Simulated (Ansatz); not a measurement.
```xyz
7

F    -1.338    1.740    0.231
C    -0.970    0.489    0.060
Cl    2.126    1.810    0.272
B    -1.267   -0.816   -0.124
Al    0.985    0.077    0.018
H    -1.208   -1.977   -0.285
H     1.672   -1.323   -0.173
```

Charge 0, multiplicity 1. The bonds changed during the relaxation, so this is another structure than the one it started from.

Question: List the B3LYP/def2-TZVPP orbital energies in eV (Ansatz 0.2.0). (Estimate.)

Answer: The calculation gave: Occupied: -2762.35, -1525.52, -672.80, -278.86, -257.11, -196.09, -196.02, -196.00, -184.41, -113.46, -74.17, -74.05, -73.98, -34.24, -22.24, -19.01, -15.63, -13.78, -13.37, -12.50, -11.63, -9.81, -9.32, -9.20, -8.10, -7.20. Lowest empty: -2.27, -1.31, -0.18, 0.13, 0.95, 1.54, 1.94, 2.22.

B3LYP here is the variant with VWN-RPA as its local correlation; programs differ in this.
